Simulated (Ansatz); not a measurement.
Start from `[BH]1[NH][GaH]1` and change one atom or group to get `Cl[B]1[NH][GaH]1`.

Ansatz, PBE0-D4/def2-TZVP geometries, multiplicity 1. 

Scalar relativity is left out up to krypton.

```csv
property,`[BH]1[NH][GaH]1`
HOMO–LUMO gap (PBE/def2-TZVPP) / eV,3.37
HOMO energy (ωB97M-V/def2-TZVPP) / eV,-8.40
LUMO energy (B3LYP/def2-TZVPP) / eV,-1.44
LUMO energy (PBE/def2-TZVPP) / eV,-2.02
HOMO–LUMO gap (PBE0/def2-TZVPP) / eV,5.16
size of the dipole moment (ωB97M-V/def2-TZVPP) / D,0.69
```

Task: What does the change do to each property? (Estimate.)

Result: Computed: 
```
                                          property  `Cl[B]1[NH][GaH]1`  shift
               HOMO–LUMO gap (PBE/def2-TZVPP) / eV                3.56   0.19
             HOMO energy (ωB97M-V/def2-TZVPP) / eV               -8.78  -0.38
               LUMO energy (B3LYP/def2-TZVPP) / eV               -1.64  -0.20
                 LUMO energy (PBE/def2-TZVPP) / eV               -2.19  -0.17
              HOMO–LUMO gap (PBE0/def2-TZVPP) / eV                5.35   0.19
size of the dipole moment (ωB97M-V/def2-TZVPP) / D                1.84   1.15
```

With PBE0 the HOMO falls by 0.39 eV and the LUMO falls by 0.20 eV, so the gap widens by about 0.19 eV. PBE moves the HOMO by -0.37 eV and ωB97M-V by -0.38 eV. Dipoles are sizes alone; their direction can turn.

B3LYP here is the variant with VWN-RPA as its local correlation; programs differ in this.
